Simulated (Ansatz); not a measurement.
ClH$_{4}$NO$_{2}$Sn, SMILES `[NH2][Sn]([OH])([OH])[Cl]`. Charge 0, multiplicity 1. Sn takes the def2 core potential.

Z-matrix (Å, degrees):
```
Sn
O 1 1.942
O 1 1.942 2 113.9
N 1 1.985 2 106.6 3 -117.1
Cl 1 2.337 2 105.5 3 115.3
H 2 0.961 1 112.4 3 -94.5
H 3 0.961 1 112.5 2 93.8
H 4 1.011 1 113.8 2 177.8
H 4 1.011 1 113.8 2 -56.2
```

List the harmonic frequencies (cm⁻¹, unscaled) at PBE0-D4/def2-TZVP in Ansatz. (An estimate is asked.)

Ansatz gave: 70, 116, 137, 159, 175, 181, 222, 239, 361, 524, 640, 657, 672, 846, 882, 886, 1562, 3556, 3657, 3884, 3886.

Is this a minimum?

Yes, all 21 modes are real.

Give the ideal-gas thermochemistry at 298.15 K and 1 bar (rigid rotor, harmonic oscillator; point group Cs, symmetry number 1).

Zero-point energy 139.4 kJ/mol; H(298) − E = 165.5 kJ/mol; entropy 394.9 J/(mol·K), of which translation 175.2, rotation 117.3, vibration 102.4; G(298) − E = 47.8 kJ/mol. Modes under 100 cm⁻¹ are hindered rotations or soft bends, so the harmonic entropy is rough.

Rotational constants (cm⁻¹)?

0.09514, 0.05853, 0.0564.
